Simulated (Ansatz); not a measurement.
`[NH2][GeH2][Cl]` → Cl• + Ge• + 4 H• + N•  (atomization)

Computed with Ansatz on PBE0-D4/def2-TZVP structures; ΔE is electronic, products minus reactants. CBS: MP2 limit from def2 TZ/QZ plus the TZ coupled-cluster correction, frozen cores. This one scheme is used for every species, atoms too. DFT in def2-TZVPP. Open shells (•) are unrestricted, without spin–orbit coupling. Spin–orbit coupling would lower the free atoms: a little for Cl; clearly for Ge. For Ge outer-core shells are correlated without core-valence functions, so the limit isn't a true one: a few kJ/mol of doubt a bond, and 10 to 20 or more in all where bonds break to atoms. Scalar relativity is left out up to krypton. Each species was taken in one conformer, which may not be the lowest.

| species | PBE0-D4 energy (Eh) |
| --- | --- |
| `[NH2][GeH2][Cl]` | -2593.98139 |
| Cl• | -459.99743 |
| Ge• | -2076.65516 |
| H• | -0.50104 |
| N• | -54.54382 |

Question: Work out ΔE.

Answer: ΔE = 4 × (-0.50104) + (-459.99743) + (-2076.65516) + (-54.54382) − (-2593.98139) = 0.78082 Eh = +2050.0 kJ/mol. CCSD(T)/CBS gives +2077.6 kJ/mol.

Largest T1 diagnostic among the species: 0.010.

From r2SCAN to r2SCAN0 (25 % exact exchange), in def2-TZVPP and without D4, ΔE moves by −33.1 kJ/mol: exact exchange takes away binding that semilocal exchange gives to molecules. At CCSD(T), def2-SVP lies −177.5 kJ/mol from the extrapolated value and def2-TZVPP −57.1 kJ/mol: correlation converges slowly with the basis, and small sets miss more of it in the bonded molecule than in its fragments. Leaving LDA and LC-ωPBE aside and taking each functional with its dispersion term where it has one, the values, not all of them listed here, spread over 83.7 kJ/mol, from BHLYP-D4 to B97M-V. LDA lies +291.9 kJ/mol from PBE without D4, its usual overbinding.

For atomizations the MP2-based limit and the directly extrapolated one differ by several kJ/mol either way, and by 10 to 25 for some Ge, Se and Sn compounds, so smaller differences from it don't rank the levels.
